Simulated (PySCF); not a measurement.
# Gas-phase XPS of `CC(C)N([SiH3])C(C)(C)C`, computed

C7H19NSi.
Numbering: `[CH3:1][CH:2]([CH3:3])[N:4]([SiH3:5])[C:6]([CH3:7])([CH3:8])[CH3:9]`

Level of theory: delta-SCF UKS SCAN, pcX-2 on the ionised atom, pcseg-1 elsewhere, spin-free X2C in PySCF. These are vertical core ionisation energies against the vacuum level, from separate self-consistent calculations with and without the core hole.

Task: What binding energy does each computed site have?

Result: 
```tsv
atom(s)	environment	level	binding energy (eV)	2p1/2 (eV)	above the level's lowest (eV)	count
Si5	SiH3 silicon	Si 2p3/2	106.44	107.07	0.00	1
C1/C3	methyl carbon	C 1s	290.19	–	0.00	2
C7/C8/C9	methyl carbon	C 1s	290.20	–	+0.01	3
C2	sp3 carbon bound to nitrogen	C 1s	291.12	–	+0.93	1
C6	sp3 carbon bound to nitrogen	C 1s	291.34	–	+1.15	1
N4	silicon-bound nitrogen	N 1s	403.61	–	0.00	1
Si5	SiH3 silicon	Si 1s	1846.30	–	0.00	1
```

The listed C 1s values span 1.15 eV, from C1/C3 (bonded to C and 3 H) to C6 (bonded to N and 3 C). The widest gap between neighbouring values is 0.92 eV, between 290.20 and 291.12 eV. Summing the Pauling electronegativity differences to the bonded atoms, each weighted by its formal bond order, gives -1.05 for the lowest site and +0.49 for the highest; no listed site has a larger sum than the highest. The values 290.19 and 290.20 eV lie too close for their order to be trusted.

Task: Express the binding energy of C 1s of C7/C8/C9 in atomic units and per mole.

Result: 290.20 eV = 10.6647 Eh = 28000 kJ/mol.

Topologically equivalent atoms share the value of their first member; where this conformer doesn't relate them by symmetry, their own values could differ. For 2p shells one spin-free hole was relaxed; a mean-field spin–orbit operator and the ground-state splitting of the three 2p orbitals were then diagonalised within the shell. The shell's mean is (2 × 2p3/2 + 2p1/2)/3, and the degeneracies 2j + 1 give areas of 2:1. 2p1/2 minus 2p3/2 (ligand field included): Si 0.62 eV. One conformer (not necessarily the lowest) at the PBE0-D3(BJ)/def2-SVP geometry, without solvent, vibrations or thermal averaging.

The values belong to the conformer `[CH3:1][CH:2]([CH3:3])[N:4]([SiH3:5])[C:6]([CH3:7])([CH3:8])[CH3:9]`: C1–C2–N4–Si5 71°, C2–N4–C6–C7 -62°.
